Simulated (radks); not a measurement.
Results of a calculation; reference values are marked as such.
Ionisation of the iron ion Fe5+, [Ar] 3d3, to Fe6+, [Ar] 3d2, under several functionals. Scalar-relativistic Kohn-Sham, spin-polarised, spherical densities, finite nucleus; open shells are filled with parallel spins first; a radial shooting solver on a logarithmic mesh with Libxc functionals.

| functional | E(Fe5+) (hartree) | Exc (hartree) | IE (eV) | -e(HOMO) (eV) | <r> HOMO (bohr) | IE error (eV) |
|---|---|---|---|---|---|---|
| SOGGA | -1264.35788 | -51.78289 | 99.358 | 87.438 | 0.8606 | +0.373 |
| BLYP | -1266.01985 | -53.46852 | 99.429 | 87.483 | 0.8620 | +0.444 |
| TASK exchange with Perdew-Wang LDA correlation | -1265.50977 | -52.93364 | 99.868 | 88.120 | 0.8499 | +0.883 |

NIST Atomic Spectra Database: 98.99 eV (measured). Closest: SOGGA. The Delta-SCF values span 0.51 eV, the total energies 1.66 hartree. The highest occupied level is 3d. Open shells are spherical and high-spin; term and fine-structure splittings are not resolved.
